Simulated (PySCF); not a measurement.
PySCF input (M06-2X/def2-TZVPD):

```python
from pyscf import gto, scf, dft

mol = gto.M(
    atom='''
    B    -0.00000000   -0.00000000    0.00000000
    Br    1.65605507   -0.92445218    0.20184112
    Br   -1.51005327   -0.89927593   -0.74088594
    Br   -0.14600180    1.82372811    0.53904483
    ''',
    basis='def2-tzvpd',
    charge=0,
    spin=0,
    verbose=4,
)

mf = dft.RKS(mol, xc='m062x').density_fit(auxbasis='def2-universal-jkfit')
mf.grids.level = 4
mf.conv_tol = 1e-9
mf.max_cycle = 100
mf.max_memory = 1500
mf.kernel()
if not mf.converged:
    mf = mf.newton()
    mf.kernel(mf.make_rdm1())
mf.analyze()
```

Output:

```
PySCF version 2.14.0

[INPUT] verbose = 4
[INPUT] num. atoms = 4
[INPUT] num. electrons = 110
[INPUT] charge = 0
[INPUT] spin (= nelec alpha-beta = 2S) = 0
[INPUT] symmetry False subgroup None
[INPUT] Mole.unit = angstrom
[INPUT] Symbol           X                Y                Z      unit          X                Y                Z       unit  Magmom
[INPUT]  1 B      0.000000000000   0.000000000000   0.000000000000 AA    0.000000000000   0.000000000000   0.000000000000 Bohr   0.0
[INPUT]  2 Br     1.656055070000  -0.924452180000   0.201841120000 AA    3.129490529497  -1.746961435457   0.381424437475 Bohr   0.0
[INPUT]  3 Br    -1.510053270000  -0.899275930000  -0.740885940000 AA   -2.853587113804  -1.699385218114  -1.400071516141 Bohr   0.0
[INPUT]  4 Br    -0.146001800000   1.823728110000   0.539044830000 AA   -0.275903415694   3.446346653571   1.018647097563 Bohr   0.0

nuclear repulsion = 734.332029782751
number of shells = 70
number of NR pGTOs = 388
number of NR cGTOs = 208
basis = def2-tzvpd
ecp = {}

******** <class 'pyscf.df.df_jk.DFRKS'> ********
method = DFRKS
initial guess = minao
damping factor = 0
level_shift factor = 0
DIIS = <class 'pyscf.scf.diis.CDIIS'>
diis_start_cycle = 1
diis_space = 8
diis_damp = 0
SCF conv_tol = 1e-09
SCF conv_tol_grad = None
SCF max_cycles = 100
direct_scf = False
XC library pyscf.dft.libxc version 7.1.2
    S. Lehtola, C. Steigemann, M. J. T. Oliveira, and M. A. L. Marques,  SoftwareX 7, 1–5 (2018)
XC functionals = m062x
    Y. Zhao and D. G. Truhlar,  Theor. Chem. Acc. 120, 215 (2008)
    Y. Zhao and D. G. Truhlar,  Theor. Chem. Acc. 120, 215 (2008)
radial grids:
    Treutler-Ahlrichs [JCP 102, 346 (1995); DOI:10.1063/1.469408] (M4) radial grids

becke partition: Becke, JCP 88, 2547 (1988); DOI:10.1063/1.454033
pruning grids: <function nwchem_prune>
grids dens level: 4
symmetrized grids: False
atomic radii adjust function: <function treutler_atomic_radii_adjust>
small_rho_cutoff = 0
Set gradient conv threshold to 3.16228e-05
Initial guess from minao.
tot grids = 118664
******** <class 'pyscf.df.df.DF'> ********
auxbasis = def2-universal-jkfit
init E= -7744.83767602992
  HOMO = -0.329209872427581  LUMO = -0.0604373527438735  gap/eV = 7.31367
cycle= 1 E= -7747.48831101738  delta_E= -2.65  |g|= 0.435  |ddm|= 2.18
  HOMO = -0.363868229868389  LUMO = -0.122659233127258  gap/eV = 6.56363
cycle= 2 E= -7747.46221274939  delta_E= 0.0261  |g|= 0.522  |ddm|= 0.725
  HOMO = -0.34984807062456  LUMO = -0.0491849724544213  gap/eV = 8.18146
[...]
cycle= 8 E= -7747.53495381942  delta_E= -7.37e-10  |g|= 5.67e-06  |ddm|= 9.75e-05
  HOMO = -0.351012010791704  LUMO = -0.0527158868763156  gap/eV = 8.11705
Extra cycle  E= -7747.53495381943  delta_E= -1.27e-11  |g|= 2.63e-06  |ddm|= 1.38e-05
converged SCF energy = -7747.53495381943
**** SCF Summaries ****
Total Energy =                       -7747.534953819433213
Nuclear Repulsion Energy =             734.332029782750624
One-electron Energy =               -12246.333462892662283
Two-electron Energy =                 3764.466479290479128
Two-electron Coulomb Energy =         4042.771087916473334
DFT Exchange-Correlation Energy =     -278.304608625994206
HOMO-LUMO gap [eV] =                     8.117050976131397
**** MO energy ****
MO #1   energy= -485.39736882058   occ= 2
MO #2   energy= -485.39736248402   occ= 2
MO #3   energy= -485.397359882706  occ= 2
MO #4   energy= -63.3821318217935  occ= 2
MO #5   energy= -63.3821223325648  occ= 2
MO #6   energy= -63.3821188003491  occ= 2
MO #7   energy= -57.2009800654867  occ= 2
MO #8   energy= -57.2009697392222  occ= 2
MO #9   energy= -57.2009660201633  occ= 2
MO #10  energy= -57.1998157115944  occ= 2
MO #11  energy= -57.19980989048    occ= 2
MO #12  energy= -57.1998053446161  occ= 2
MO #13  energy= -57.1992703947735  occ= 2
MO #14  energy= -57.1992652706806  occ= 2
MO #15  energy= -57.1992536361954  occ= 2
MO #16  energy= -9.04811892339654  occ= 2
MO #17  energy= -9.04811407139325  occ= 2
MO #18  energy= -9.04811275300768  occ= 2
MO #19  energy= -7.20123606370848  occ= 2
MO #20  energy= -6.87007974082318  occ= 2
MO #21  energy= -6.87007623116331  occ= 2
MO #22  energy= -6.87007434392691  occ= 2
MO #23  energy= -6.86544539372661  occ= 2
MO #24  energy= -6.86543899653924  occ= 2
MO #25  energy= -6.86543682735995  occ= 2
MO #26  energy= -6.86353576012248  occ= 2
MO #27  energy= -6.86353195792134  occ= 2
MO #28  energy= -6.86352943976225  occ= 2
MO #29  energy= -2.90415399689532  occ= 2
MO #30  energy= -2.90414946667654  occ= 2
MO #31  energy= -2.90414828821669  occ= 2
MO #32  energy= -2.90262087615776  occ= 2
MO #33  energy= -2.90261606193368  occ= 2
MO #34  energy= -2.90261115881371  occ= 2
MO #35  energy= -2.90084231148335  occ= 2
MO #36  energy= -2.90083949306383  occ= 2
MO #37  energy= -2.90083572350188  occ= 2
MO #38  energy= -2.89651635926592  occ= 2
MO #39  energy= -2.89650743153911  occ= 2
MO #40  energy= -2.89650411571076  occ= 2
MO #41  energy= -2.89637865074218  occ= 2
MO #42  energy= -2.89637363306283  occ= 2
MO #43  energy= -2.89636802048726  occ= 2
MO #44  energy= -0.92737866304307  occ= 2
MO #45  energy= -0.879150224761692 occ= 2
MO #46  energy= -0.879148091998002 occ= 2
MO #47  energy= -0.575934382616397 occ= 2
MO #48  energy= -0.48243655464619  occ= 2
MO #49  energy= -0.482435358010722 occ= 2
MO #50  energy= -0.439837280236704 occ= 2
MO #51  energy= -0.380083044487793 occ= 2
MO #52  energy= -0.380080897649104 occ= 2
MO #53  energy= -0.375303339059232 occ= 2
MO #54  energy= -0.375300369147412 occ= 2
MO #55  energy= -0.351012010791704 occ= 2
MO #56  energy= -0.0527158868763156 occ= 0
MO #57  energy= -0.00723437745152999 occ= 0
MO #58  energy= 0.0158511179004983 occ= 0
MO #59  energy= 0.0158513749428944 occ= 0
MO #60  energy= 0.0242125681919749 occ= 0
MO #61  energy= 0.0269579566783737 occ= 0
MO #62  energy= 0.0348411912142138 occ= 0
MO #63  energy= 0.0348416224850314 occ= 0
MO #64  energy= 0.0473982880859679 occ= 0
MO #65  energy= 0.0473987407799457 occ= 0
MO #66  energy= 0.0511636745902545 occ= 0
MO #67  energy= 0.0730937023683964 occ= 0
MO #68  energy= 0.106102293986709  occ= 0
MO #69  energy= 0.10610443045823   occ= 0
MO #70  energy= 0.121205391972277  occ= 0
MO #71  energy= 0.12767068875316   occ= 0
MO #72  energy= 0.127672296244926  occ= 0
MO #73  energy= 0.129388433613918  occ= 0
MO #74  energy= 0.129390803597582  occ= 0
MO #75  energy= 0.142406146556898  occ= 0
MO #76  energy= 0.184940766368776  occ= 0
MO #77  energy= 0.184941481464633  occ= 0
MO #78  energy= 0.187996795458107  occ= 0
MO #79  energy= 0.188002434934212  occ= 0
MO #80  energy= 0.205191495383634  occ= 0
MO #81  energy= 0.209408270278057  occ= 0
MO #82  energy= 0.216777275806704  occ= 0
MO #83  energy= 0.216778720210292  occ= 0
MO #84  energy= 0.222206250854778  occ= 0
MO #85  energy= 0.224811231414366  occ= 0
MO #86  energy= 0.233478209795891  occ= 0
MO #87  energy= 0.233479200941175  occ= 0
MO #88  energy= 0.251653585718631  occ= 0
MO #89  energy= 0.252185231022305  occ= 0
MO #90  energy= 0.252186116677889  occ= 0
MO #91  energy= 0.262258273823816  occ= 0
MO #92  energy= 0.304091234987942  occ= 0
MO #93  energy= 0.304094559605763  occ= 0
MO #94  energy= 0.343020232873551  occ= 0
MO #95  energy= 0.343027465130591  occ= 0
MO #96  energy= 0.370699426121293  occ= 0
MO #97  energy= 0.419804321995691  occ= 0
MO #98  energy= 0.419806909442882  occ= 0
MO #99  energy= 0.449572588542523  occ= 0
MO #100 energy= 0.456077132084113  occ= 0
MO #101 energy= 0.456082604196678  occ= 0
MO #102 energy= 0.468830455644616  occ= 0
MO #103 energy= 0.493471281078989  occ= 0
MO #104 energy= 0.493473134876103  occ= 0
MO #105 energy= 0.493695876849821  occ= 0
MO #106 energy= 0.493702565215778  occ= 0
MO #107 energy= 0.503553248685574  occ= 0
[...]
```
